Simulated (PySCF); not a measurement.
**Calcium: a sound run and one with changed settings**

Sound run: Ca²⁺ [Ar], Ca³⁺ [Ne] 3s2 3p5. Computed with PySCF 2.14 in cc-pVDZ-X2C, with scalar relativity by spin-free X2C-1e. In the sound run the correlated levels freeze [Ne] 3s2. The sound run starts from symmetry-adapted Hartree-Fock orbitals and uses a fine grid where one is needed.

Changed run: basis STO-3G, all-electron and non-relativistic. This setting is unsound on purpose.

| species | method | sound run (hartree) | changed run (hartree) | converged |
| --- | --- | --- | --- | --- |
| Ca²⁺ | UHF | -679.02301 | -669.43352 | yes |
| Ca²⁺ | LDA | -677.90425 | -668.18577 | yes |
| Ca²⁺ | TPSS | -679.81207 | -670.11260 | yes |
| Ca²⁺ | MP2 | -679.08319 | -669.43630 | yes |
| Ca²⁺ | CCSD(T) | -679.09103 | -669.43656 | yes |
| Ca³⁺ | UHF | -677.16332 | -667.61380 | yes |
| Ca³⁺ | LDA | -675.99170 | -666.31752 | yes |
| Ca³⁺ | TPSS | -677.90622 | -668.24957 | yes |
| Ca³⁺ | MP2 | -677.19881 | -667.61460 | yes |
| Ca³⁺ | CCSD(T) | -677.20475 | -667.61470 | yes |

Ionisation energy of Ca²⁺:

```
 method  sound run (eV)  changed run (eV)
    UHF          50.605            49.517
    LDA          52.043            50.838
   TPSS          51.861            50.696
    MP2          51.277            49.571
SCS-MP2          51.225            49.569
   CCSD          51.326            49.574
CCSD(T)          51.328            49.575
```

A minimal basis cannot let orbitals breathe on ionisation and holds almost no correlation. The Hamiltonian changed with the basis, so the totals do not compare.

For comparison, NIST gives 50.913 eV between the lowest levels.
